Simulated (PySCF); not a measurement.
Assignment exercise: C6H10O4

Mapped SMILES: `[CH3:1][O:2][C:3](=[O:4])[C:5](=[O:6])[O:7][CH:8]([CH3:9])[CH3:10]`; H(Xn) means a hydrogen on atom n.

[PySCF 2.14: coordinates at the GFN2-xTB level; σ from GIAO-PBE0/pcSseg-1; relativity neglected; a single conformation; in vacuum; rapidly exchanging positions averaged]

Scale: ¹³C (σ = 186.93 ppm) and ¹H (σ = 31.72 ppm) against TMS (reference shieldings calculated alike).

Problem. Assign these signals to the numbered atoms. ¹³C{¹H} NMR (computed): δ 167.8 (C), 165.8 (C), 72.3 (CH), 54.5 (CH3), 23.1 (CH3).

Solution. 
167.8 → C3, ester carbonyl carbon: lone-pair donation from the attached heteroatom keeps it upfield of a ketone carbonyl
165.8 → C5, ester carbonyl carbon
72.3 → C8, sp3 CH bonded to O: deshielded by the electronegative neighbour
54.5 → C1, methyl carbon bonded to O: the inductive effect lowers its shielding
23.1 → C9/C10, methyl carbon: saturated and bonded to C and H only

Problem. Assign these signals to the numbered atoms. ¹H NMR (500 MHz, computed): δ 5.11 (sept, 1H), 4.01 (s, 3H), 1.38 (d, 6H).

Solution. 
5.11 → H(C8), hydrogen on an sp3 CH bonded to O: its carbon carries O, an electronegative neighbour
4.01 → H(C1), hydrogen on a methyl carbon bonded to O: its carbon carries O, an electronegative neighbour
1.38 → H(C9)/H(C10), hydrogen on a methyl carbon

Shifts are as computed. Against solution values, carbons near 30 ppm lie about +3 ppm off and those near 130 ppm about +5 ppm. Of 1211 compounds with measured shifts, 218 miss one by over three times the rms of a fit or turn the order of signals round; such compounds aren't used in these exercises. Multiplicities follow the n + 1 count of equivalent neighbours, as no J values were calculated; m marks all less simple cases, F and P coupling included.
